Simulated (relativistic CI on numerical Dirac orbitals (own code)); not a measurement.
## One change at a time: Zr¹²⁺

Base calculation: Dirac-Coulomb-Breit CI, orbitals from a KLI potential per configuration, model QED, unscaled Slater integrals.

Configuration list (outside the closed core [Ne] 3s2): 3p6 3d10, 3p6 3d9 4s, 3p6 3d9 4p, 3p6 3d9 4d, 3p6 3d8 4s2, 3p6 3d8 4s 4p, 3p6 3d9 4f, 3p6 3d9 5s, 3p6 3d8 4p2, 3p6 3d9 5p, 3p6 3d8 4s 4d, 3p5 3d10 4s, 3p6 3d9 5d, 3p6 3d8 4p 4d, 3p6 3d9 5f, 3p5 3d10 4p. Levels of other configurations are missing.

The lowest level and the first level of each name with at least 55 % of one term (blank where a level has no safe partner in the second run):

```csv
Level,Base (cm⁻¹),Shift (cm⁻¹)
3p6 3d10 1S_0,0,0
3p6 3d9 4s 3D_3,1313161,+11717
3p6 3d9 4s 3D_2,1317708,+11717
3p6 3d9 4s 3D_1,1333136,+11717
3p6 3d9 4s 1D_2,1337959,+11717
3p6 3d9 4p 3P°_2,1519607,+12360
3p6 3d9 4p 3F°_3,1527633,+12360
3p6 3d9 4p 3P°_1,1541890,+12360
3p6 3d9 4p 3F°_2,1543709,+12360
3p6 3d9 4p 3F°_4,1547087,+12360
3p6 3d9 4p 3P°_0,1556255,+12360
3p6 3d9 4p 1D°_2,1557038,+12360
3p6 3d9 4p 3D°_3,1560533,+12360
3p6 3d9 4p 1P°_1,1561506,+12361
```

At this charge energies of transitions that change n are usually good to better than 1 %, and those within a shell (Δn = 0) to a few per cent.

One thing was changed in a second run, which moved the levels as shown. Which?
A. QED terms removed
B. configuration mixing switched off
C. P86 correlation estimate
D. Breit term removed
E. one mean potential for all configurations

C. P86 correlation estimate. A correlation estimate moves all levels of a configuration together before mixing; mixed levels move by a weighted share.

LS names give the leading component of a level, which can be under half, so a name can repeat, a term be missing and a line seem to break the LS rules.
